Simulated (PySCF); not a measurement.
Vertical excitations of a molecule C₃H₇FSi from TDA-PBE/def2-SVPD (PySCF), as energy in eV (oscillator strength): 6.67 (0.010), 7.07 (0.003), 7.12 (0.017), 7.15 (0.003), 7.31 (0.035), 7.47 (0.001), 7.50 (0.004), 7.66 (0.083), 7.69 (0.023), 7.80 (0.002). Lowest triplet (TDA): 6.51 eV. The structure is a stationary point at B3LYP-D3(BJ)/def2-SVP. One conformer was computed; it need not be the lowest.

Task: Identify the compound among the candidates.
A. C/C(F)=C/[SiH3]
B. C=CC[SiH2]F
C. C/C=C(/F)[SiH3]
D. F[C@H]1C[C@@H]1[SiH3]

Result: D, F[C@H]1C[C@@H]1[SiH3]
